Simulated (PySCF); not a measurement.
C5H10OSi.
SMILES with atom numbers: `[CH3:1][O:2]/[CH:3]=[CH:4]/[C@@H:5]1[CH2:6][SiH2:7]1` (hydrogens: H8, H9, H10 on C1; H11 on C3; H12 on C4; H13 on C5; H14, H15 on C6; H16, H17 on Si7)

Structure used (PBE0-D3(BJ)/def2-SVP), in Å, numbered top down from 1:
```xyz
17
C5H10OSi angstrom
C      3.0228    0.1064    0.0060
O      2.1226   -0.3835   -0.9442
C      0.8306   -0.4970   -0.5823
C      0.2778   -0.1837    0.6006
C     -1.1637   -0.3005    0.9187
C     -2.2035   -0.6107   -0.1652
Si    -2.3662    1.1016    0.5491
H      4.0113    0.1346   -0.4705
H      2.7514    1.1259    0.3362
H      3.0697   -0.5462    0.8969
H      0.2410   -0.8999   -1.4099
H      0.9060    0.2085    1.4054
H     -1.3629   -0.8055    1.8741
H     -1.8469   -0.7129   -1.1950
H     -2.9538   -1.3663    0.0894
H     -1.8712    2.2491   -0.2501
H     -3.4884    1.3918    1.4783
```

Linear response at wB97X-D/def2-SVPD (PySCF, frozen core in the response, non-relativistic).

Static isotropic polarisability: 95.75 au (14.19 Å³), principal values 78.3, 84.7, 124.3 au.

(1) What is the polarisability at 1064 nm and at the sodium D line?

(2) What is the isotropic C6 coefficient between two such molecules, C6 = (3/π)∫α(iω)² dω?

(3) Which effective excitation energy ω̄ makes London's formula C6 = (3/4)α²ω̄ exact here?

(4) What molar refraction at the D line follows from R = (4π/3)·N_A·α′, with α′ the polarisability volume?

(5) What three-body coefficient follows from the one-pole estimate C9 = (3/4)·α·C6?

(6) The lowest 10 singlets have (eV, f): 5.45, 0.237; 5.91, 0.072; 6.15, 0.160; 6.45, 0.029; 6.52, 0.020; 6.73, 0.046; 6.89, 0.024; 6.93, 0.004; 7.16, 0.059; 7.58, 0.001. What share of the static polarisability do they carry in the sum over states α = Σ f/ω²?

(7) How anisotropic is the static polarisability, by Δα² = ½[(α1 − α2)² + (α2 − α3)² + (α3 − α1)²]?

(8) How many electrons N does the Slater–Kirkwood formula C6 = (3/4)·√N·α^(3/2) need to give this C6?

(9) What n − 1 at the D line would an ideal gas of it have at 273.15 K and 1 atm (2.6868 × 10¹⁹ cm⁻³), by n − 1 = 2π·N·α′?

Results:

(1) 96.93 au at 1064 nm (+1.2 %), 99.86 au at 589.3 nm (+4.3 %). The rise at 589.3 nm is 3.46 times that at 1064 nm; a pure ω² law gives 3.26. The lowest singlet lies at 227 nm, shorter than both wavelengths.

(2) 3342 au (Eh·bohr⁶) by a ten-point quadrature over imaginary frequencies, which is 2000 eV·Å⁶ or 193 J·nm⁶/mol.

(3) ω̄ = 4·C6/(3α²) = 0.486 Eh = 13.2 eV. A one-pole form α(ω) = α/(1 − ω²/ω̄²) fitted to the 1064 nm value gives 10.5 eV. London's choice of the ionisation energy (7.66 eV, ΔSCF at the same level) gives C6 = 1940 au, 42 % too low.

(4) α′ = 14.80 Å³ gives R = 37.33 cm³/mol, for isolated, non-vibrating species.

(5) 240000 au. This is an estimate from the two numbers above, not a computed integral.

(6) 13.52 au, 14.1 % of α; the largest term, 5.91 au, is that of the state at 5.45 eV. Their oscillator strengths add up to 0.65. Higher states carry the rest.

(7) Δα = 43.1 au, or 0.45 of the isotropic value.

(8) N = (4·C6/3)²/α³ = 22.6; the species has 62 electrons in all.

(9) 24.98 × 10⁻⁴, a formal value whether or not that pressure can be reached.

The run took 3.1 min of wall time on one thread, Arm Neoverse N1 (aarch64), on a shared host, and the process peaked at 1.2 GiB of memory. This is the whole response run at wB97X-D/def2-SVPD, SCF included.

One conformer stands for the species.

wB97X-D is run here without its empirical dispersion term; that term would change no orbital, density or response property at a fixed geometry.
